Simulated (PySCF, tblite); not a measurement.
C₅H₇F₂ (charge +1).
SMILES with atom numbers: `[CH2:1]=[CH:2][CH+:3][CH2:4][CH:5]([F:6])[F:7]` (hydrogens: H8, H9 on C1; H10 on C2; H11 on C3; H12, H13 on C4; H14 on C5)
Bond orders are those of one Lewis drawing.

Computed with GFN2-xTB (tblite), gas phase: Langevin dynamics at 400 K from the optimised GFN2-xTB geometry, time step 0.5 fs, friction 0.01 fs⁻¹, 2000 steps. Over the second half of the run the saved frames average 477 K.

Frame at 250 fs, instantaneous temperature 394 K:
```
atom  x, y, z in Å
C1      2.662   -0.639    0.353
C2      1.384   -0.929   -0.071
C3      0.418    0.023   -0.322
C4     -0.903   -0.261   -0.824
C5     -2.058   -0.291    0.147
F6     -1.744    0.479    1.267
F7     -3.153    0.380   -0.304
H8      3.007    0.330    0.604
H9      3.484   -1.350    0.540
H10     1.197   -1.990   -0.275
H11     0.632    1.063   -0.204
H12    -1.106    0.721   -1.330
H13    -0.854   -1.213   -1.422
H14    -2.303   -1.282    0.489
```

Frame at 425 fs, instantaneous temperature 582 K:
```
atom  x, y, z in Å
C1      2.836   -0.836   -0.385
C2      1.488   -0.824   -0.730
C3      0.358   -0.377   -0.044
C4     -0.986   -0.707   -0.450
C5     -2.060   -0.174    0.568
F6     -1.410   -0.263    1.773
F7     -2.504    1.019    0.106
H8      2.994   -0.694    0.675
H9      3.735   -0.749   -0.975
H10     1.328   -1.151   -1.792
H11     0.523    0.187    0.910
H12    -1.193   -0.315   -1.515
H13    -1.052   -1.860   -0.425
H14    -3.109   -0.724    0.592
```

Frame at 625 fs, instantaneous temperature 376 K:
```
atom  x, y, z in Å
C1      2.835   -0.476   -0.244
C2      1.595   -0.956   -0.480
C3      0.425   -0.388    0.158
C4     -0.980   -0.520   -0.269
C5     -1.943    0.307    0.606
F6     -2.174   -0.419    1.762
F7     -1.285    1.452    0.927
H8      3.145    0.195    0.578
H9      3.634   -0.774   -0.871
H10     1.308   -1.749   -1.235
H11     0.689   -0.045    1.175
H12    -1.053   -0.100   -1.282
H13    -1.188   -1.535   -0.328
H14    -3.055    0.426    0.161
```

Frame at 800 fs, instantaneous temperature 528 K:
```
atom  x, y, z in Å
C1      2.888   -1.076    0.025
C2      1.697   -1.017   -0.434
C3      0.568   -0.666    0.357
C4     -0.798   -0.391   -0.068
C5     -1.733    0.591    0.826
F6     -2.337   -0.161    1.720
F7     -0.951    1.491    1.565
H8      3.139   -0.873    1.086
H9      3.705   -1.433   -0.659
H10     1.580   -1.376   -1.492
H11     0.819   -0.609    1.361
H12    -0.900   -0.460   -1.212
H13    -1.222   -1.459    0.101
H14    -2.433    1.214    0.193
```

Frame at 1000 fs, instantaneous temperature 440 K:
```
atom  x, y, z in Å
C1      2.875   -1.038    0.768
C2      1.787   -0.697    0.089
C3      0.439   -0.950    0.553
C4     -0.697   -0.484   -0.182
C5     -1.678    0.550    0.548
F6     -2.643   -0.228    1.202
F7     -0.992    1.369    1.396
H8      2.821   -1.652    1.731
H9      3.797   -0.518    0.678
H10     1.896   -0.389   -0.880
H11     0.222   -1.444    1.484
H12    -0.457    0.154   -1.154
H13    -1.257   -1.392   -0.514
H14    -2.207    1.260   -0.155
```

**Question.** What do single points at PBE0/pcSseg-1 (PySCF, gas phase) give on these frames?

**Answer.** 
```csv
t (fs),GFN2-xTB E above start (eV),DFT E above lowest frame (eV),HOMO (eV),LUMO (eV)
250,0.63,0.00,-14.38,-9.78
425,0.98,0.50,-13.90,-9.71
625,0.75,0.12,-14.14,-9.61
800,0.94,0.27,-14.40,-9.41
1000,0.91,0.38,-14.12,-9.71
```

The two levels order the frames alike by energy but for pairs within 0.08 eV at one level; measured from each level's lowest frame they differ by 0.15 eV at most. The HOMO–LUMO gap runs from 4.19 to 4.99 eV. These are instantaneous structures, not minima.

**Question.** And the isotropic GIAO shieldings (ppm) from the same runs?

**Answer.** 
```tsv
atom	250 fs	425 fs	625 fs	800 fs	1000 fs	mean	range
C1	-42.1	-45.0	-8.6	-7.6	-25.4	-25.7	37.4
C2	36.3	29.4	24.2	42.8	30.8	32.7	18.6
C3	-59.2	-69.7	-108.0	-80.6	-79.6	-79.4	48.8
C4	125.6	116.5	124.5	112.1	113.8	118.5	13.5
C5	59.9	62.3	62.1	60.0	49.1	58.7	13.2
F6	250.7	285.3	272.2	269.5	227.4	261.0	57.9
F7	230.0	265.0	282.1	261.6	262.8	260.3	52.1
H8	22.4	22.6	22.2	22.8	22.0	22.4	0.8
H9	21.1	20.2	22.9	22.1	22.0	21.7	2.7
H10	23.0	22.9	22.2	23.2	24.0	23.1	1.8
H11	21.6	20.0	19.8	21.3	20.5	20.6	1.8
H12	25.1	25.7	27.1	24.9	25.0	25.6	2.2
H13	26.4	25.7	28.7	26.1	26.5	26.7	3.0
H14	25.1	22.7	22.5	23.7	23.8	23.6	2.6
```

What follows is the cost of the whole dynamics run. On an Intel Xeon 6975P-C with one thread, no GPU, on a shared host, this took 6.8 s and 0.18 GiB of memory at its peak.
